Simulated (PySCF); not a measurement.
Compound: C7H8FS (doublet state).
Cartesian coordinates in Å at the GFN2-xTB level; atoms count from 1:
```
atom  x, y, z in Å
C1    -2.8081   -0.1807    0.3224
C2    -1.6339   -0.2653   -0.2723
C3    -0.3335    0.1759    0.3464
C4     0.3613    1.1790   -0.5002
C5     1.7817    1.3346   -0.3780
S6     2.5691   -0.2672   -1.0937
C7     1.6643   -1.3152   -0.0169
F8     2.2790   -2.4944    0.1997
C9     0.5122   -1.0503    0.5879
H10   -3.7121   -0.5166   -0.1558
H11   -2.9179    0.2296    1.3133
H12   -1.5422   -0.6849   -1.2647
H13   -0.5528    0.6133    1.3345
H14   -0.1430    1.5576   -1.3733
H15    2.1523    1.3464    0.6446
H16    2.2097    2.1351   -0.9716
H17    0.1069   -1.7849    1.2678
```

The hyperfine couplings belong to this conformer and change with its torsions.

Identity: `C1[CH][C@H](C=C(F)S1)C=C` [radical].

Computed with PySCF 2.14.0, UKS B3LYP, pcH-1 on C F H S, non-relativistic, mean-field spin-orbit, GIAO. Geometry: GFN2-xTB, one conformer, isolated molecule. The geometry wasn't refined by DFT: couplings that depend on bond lengths, twists or pyramidal angles can differ widely from those at the functional's own minimum. No stability test was run, so a lower SCF solution isn't excluded.

Largest spin populations (Mulliken): C4 (+0.92), S6 (+0.19), C5 (-0.09) and C3 (-0.07). The positive populations add up to 1.20 and the negative ones to -0.20, together 2S = 1. The angles at C4 add up to 357.6°, so it is nearly planar; its axial dipolar tensor and the negative coupling of its proton fit spin in a p orbital normal to that plane.

Q: Find Q in a(H) = Q·ρ(C) for the protons on the planar carbons that carry spin.

A: 
| H | C | ρ(C) | a(H) (G) | a/ρ (G) |
| --- | --- | --- | --- | --- |
| H14 | C4 | +0.923 | -19.24 | -20.8 |

One proton gives one ratio, Q = -20.8 G, and no test of linearity. In McConnell's picture π spin on carbon polarises the C–H bond and leaves opposite spin at the proton, which makes Q negative, as found here.

Couplings in gauss use g_iso = 2.0023.

On one thread of an Arm Neoverse V2, no GPU, shared host, this took 2.2 min wall (grids of density and orbitals included) and 1.1 GiB of memory at its peak.
